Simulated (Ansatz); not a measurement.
The same redistribution along the group B, Al, Ga.

Calculated with Ansatz (gas phase, PBE0-D4/def2-TZVP geometries, no zero-point term in ΔE). CCSD(T)/CBS adds triple-zeta CCSD(T) − MP2 to the extrapolated MP2 energy (def2 sets, frozen cores). Functionals use def2-TZVPP. For Br, Ga, Mg outer-core shells are correlated without core-valence functions, which leaves a few kJ/mol of doubt a bond. Scalar relativity is left out up to krypton. One conformer a species, not always the lowest.

```tsv
reaction	ωB97M-V (eV)	revPBE-D4 (eV)	ωB97X-V (eV)	RPA@PBE/def2-TZVPP (eV)
`OB(Br)O[SiH3]` + `[OH][Mg][N]([SiH3])[SiH3]` → `OB(O)Br` + `[SiH3][O][Mg][N]([SiH3])[SiH3]`	-0.30	-0.31	-0.30	-0.35
`[OH][Al]([Br])[O][SiH3]` + `[OH][Mg][N]([SiH3])[SiH3]` → `[OH][Al]([OH])[Br]` + `[SiH3][O][Mg][N]([SiH3])[SiH3]`	-0.13	-0.19	-0.13	-0.17
`[OH][Ga]([Br])[O][SiH3]` + `[OH][Mg][N]([SiH3])[SiH3]` → `[OH][Ga]([OH])[Br]` + `[SiH3][O][Mg][N]([SiH3])[SiH3]`	-0.22	-0.26	-0.22	-0.25
```

Give the CCSD(T)/CBS values in the same order. (An estimate is asked.)

Computed: -0.34, -0.18, -0.27 eV.

Largest T1 diagnostic: 0.012, for `[OH][Ga]([OH])[Br]`.
